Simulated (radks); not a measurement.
The numbers below are computed, except where a source is named.
Species: the dysprosium ion Dy+. Configuration: [Kr] 4d10 4f10 5s2 5p5 6s1 6p1 (not the ground configuration). Level of theory: scalar-relativistic Kohn-Sham, r2SCAN, spin-polarised, spherical densities, finite nucleus; open shells are filled with parallel spins first (spin-orbit coupling, left out, can overturn this in heavy ions); meta-GGA in the generalised Kohn-Sham scheme; Fermi nuclear charge, rms radius 5.2218 fm (a radial shooting solver on a logarithmic mesh with Libxc functionals).

Unscreened Slater integrals over Kohn-Sham orbitals (cm^-1). They are taken over the spin-up orbitals. Empty in this configuration: 5d.

\begin{tabular}{lr}
integral & value \\ \hline
F0(6p,6p) & 47070 \\
F2(6p,6p) & 26046 \\
F0(6p,6s) & 51046 \\
G1(6p,6s) & 32685 \\
F0(6p,4f) & 61537 \\
F2(6p,4f) & 7583.6 \\
G2(6p,4f) & 2019.9 \\
G4(6p,4f) & 1811.9 \\
F0(6p,5p) & 59188 \\
F2(6p,5p) & 13655 \\
G0(6p,5p) & 2643.7 \\
G2(6p,5p) & 3527.9 \\
F0(6p,5d) & 55712 \\
F2(6p,5d) & 21147 \\
G1(6p,5d) & 13599 \\
G3(6p,5d) & 10205 \\
F0(6s,6s) & 56895 \\
F0(6s,4f) & 73535 \\
G3(6s,4f) & 2741.9 \\
F0(6s,5p) & 70187 \\
G1(6s,5p) & 5356.7 \\
F0(6s,5d) & 64662 \\
G2(6s,5d) & 20165 \\
F0(4f,4f) & 246260 \\
F2(4f,4f) & 114610 \\
F4(4f,4f) & 71439 \\
F6(4f,4f) & 51264 \\
F0(4f,5p) & 157840 \\
F2(4f,5p) & 54984 \\
G2(4f,5p) & 29766 \\
G4(4f,5p) & 22719 \\
F0(4f,5d) & 108190 \\
F2(4f,5d) & 26199 \\
F4(4f,5d) & 12824 \\
G1(4f,5d) & 13477 \\
G3(4f,5d) & 10415 \\
G5(4f,5d) & 7810.4 \\
F0(5p,5p) & 132310 \\
F2(5p,5p) & 71342 \\
F0(5p,5d) & 99414 \\
F2(5p,5d) & 45623 \\
G1(5p,5d) & 52170 \\
G3(5p,5d) & 31936 \\
F0(5d,5d) & 83048 \\
F2(5d,5d) & 41886 \\
F4(5d,5d) & 27189 \\
\end{tabular}

Derived for the open shells (J is the average intra-shell exchange parameter used in DFT+U). 4f: F4/F2 = 0.623, F6/F2 = 0.447, J = (286 F2 + 195 F4 + 250 F6)/6435 = 9250 cm^-1. 5p: J = F2/5 = 14270 cm^-1. 6p: J = F2/5 = 5209 cm^-1.
